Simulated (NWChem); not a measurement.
# C4H6S; SMILES C1=CSCC1

```xyz
11

C      0.8800    -1.1769     0.1048
C      1.2656     0.1021     0.0229
S     -0.0326     1.2570    -0.2524
C     -1.2730    -0.0451     0.1137
C     -0.5897    -1.3929    -0.1317
H      1.5808    -2.0029     0.2449
H      2.2908     0.4723     0.0880
H     -1.5668     0.0630     1.1699
H     -2.1603     0.1157    -0.5135
H     -0.7464    -1.7299    -1.1750
H     -1.0205    -2.1722     0.5174
```
Atoms are numbered in this order, from 1.

Level: PBE0/def2-SVP (NWChem), optimised geometry, unscaled harmonic frequencies. 

Q: List the harmonic frequencies with IR intensities, and the thermochemistry.

A: 
```json
[
 {"frequency (cm⁻¹)": "163", "IR intensity (km/mol)": "0.9"},
 {"frequency (cm⁻¹)": "413", "IR intensity (km/mol)": "3.0"},
 {"frequency (cm⁻¹)": "508", "IR intensity (km/mol)": "0.6"},
 {"frequency (cm⁻¹)": "661", "IR intensity (km/mol)": "21.9"},
 {"frequency (cm⁻¹)": "689", "IR intensity (km/mol)": "21.6"},
 {"frequency (cm⁻¹)": "705", "IR intensity (km/mol)": "16.3"},
 {"frequency (cm⁻¹)": "804", "IR intensity (km/mol)": "25.0"},
 {"frequency (cm⁻¹)": "858", "IR intensity (km/mol)": "2.3"},
 {"frequency (cm⁻¹)": "933", "IR intensity (km/mol)": "1.8"},
 {"frequency (cm⁻¹)": "940", "IR intensity (km/mol)": "3.2"},
 {"frequency (cm⁻¹)": "993", "IR intensity (km/mol)": "2.5"},
 {"frequency (cm⁻¹)": "1029", "IR intensity (km/mol)": "5.3"},
 {"frequency (cm⁻¹)": "1104", "IR intensity (km/mol)": "1.7"},
 {"frequency (cm⁻¹)": "1136", "IR intensity (km/mol)": "1.2"},
 {"frequency (cm⁻¹)": "1198", "IR intensity (km/mol)": "3.5"},
 {"frequency (cm⁻¹)": "1264", "IR intensity (km/mol)": "14.5"},
 {"frequency (cm⁻¹)": "1314", "IR intensity (km/mol)": "2.2"},
 {"frequency (cm⁻¹)": "1344", "IR intensity (km/mol)": "0.7"},
 {"frequency (cm⁻¹)": "1441", "IR intensity (km/mol)": "3.9"},
 {"frequency (cm⁻¹)": "1460", "IR intensity (km/mol)": "2.7"},
 {"frequency (cm⁻¹)": "1676", "IR intensity (km/mol)": "12.9"},
 {"frequency (cm⁻¹)": "3027", "IR intensity (km/mol)": "30.8"},
 {"frequency (cm⁻¹)": "3082", "IR intensity (km/mol)": "14.8"},
 {"frequency (cm⁻¹)": "3110", "IR intensity (km/mol)": "16.0"},
 {"frequency (cm⁻¹)": "3167", "IR intensity (km/mol)": "4.7"},
 {"frequency (cm⁻¹)": "3224", "IR intensity (km/mol)": "0.5"},
 {"frequency (cm⁻¹)": "3252", "IR intensity (km/mol)": "2.1"}
]
```

The zero-point energy is 56.4 kcal/mol, the thermal correction to the enthalpy at 298.15 K (with zero-point energy) is 60.0 kcal/mol and the heat capacity Cv is 17.3 cal/(mol K). The entropy at 298.15 K and 1 atm (symmetry number 1) is 71.0 cal/(mol K) and the dipole moment comes out as 1.54 D.

Rigid rotor and harmonic oscillator.
